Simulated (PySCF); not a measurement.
Computed vibrations of [Dy(H2O)]3+

[Dy(H2O)]3+ (singlet in the valence; each metal's 4f electrons, 9 of them, lie in its core potential, out of spins and levels). PySCF 2.14.0, RKS PBE, Dy lcecp-1-SVP with ECP55, O def2-SVP, H def2-SVP; non-relativistic Hamiltonian with scalar-relativistic core potentials where named; density fitting; no spin-orbit coupling. Central differences of gradients.

```xyz
4

Dy    0.0000    0.0000   -0.2226
O     0.0000    0.0000    1.9550
H     0.7902    0.0000    2.5936
H    -0.7902    0.0000    2.5936
```

Run from Python with OMP_NUM_THREADS=2. Where DIIS fails, smearing, a level shift and second-order steps follow.
It took 11 s on 2 threads of Intel(R) Xeon(R) 6975P-C (Granite Rapids) (shared host).

(1) What are the harmonic wavenumbers and infrared intensities?

(2) Is this a minimum?

An lcecp potential fixes the number of 4f electrons, so in runs with it no electron can move into or out of that shell.

## Answers

(1) Modes are labelled in C2v; negative numbers are unstable modes, those under 60 cm⁻¹ near the noise; a finer grid moves soft modes by up to 10 cm⁻¹.
```tsv
cm⁻¹	km/mol	symmetry
461	13.0	a1
666	92.6	b2
723	413.9	b1
1597	156.7	a1
3231	857.9	a1
3239	564.2	b2
```

(2) Yes. Ideal gas at 298.15 K and 1 bar: S = 275.0 J/(mol K), Cp = 46.1 J/(mol K), H − H(0 K) = 11.2 kJ/mol (rigid rotor, harmonic modes, spin degeneracy alone, that of the 4f electrons in the core included).
